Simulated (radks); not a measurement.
The numbers below are computed, except where a source is named.
Task: N IV, 4 electrons, occupied as [He] 2s1 2p1 (not the ground configuration). Code: a radial shooting solver on a logarithmic mesh with Libxc functionals. Model: scalar-relativistic Kohn-Sham, LDA (Slater exchange, Perdew-Wang correlation), spin-polarised, spherical densities, finite nucleus; open shells are filled with parallel spins first; Fermi nuclear charge, rms radius 2.5582 fm. Some entries of the table are withheld. Estimate them.

orbital,occ.,eigenvalue (hartree),<1/r> (bohr^-1),r(max) (bohr)
1s up,1,-16.40510,6.612,0.1489
1s down,1,-16.32067,6.625,0.1489
2s up,1,(1),1.322,0.9236
2s down,0,(2),1.279,0.9346
2p up,1,-2.14926,1.241,0.8029
2p down,0,-1.85350,1.213,0.8034

Result: 
(1) 2s up eigenvalue (hartree): -2.54496
(2) 2s down eigenvalue (hartree): -2.24165
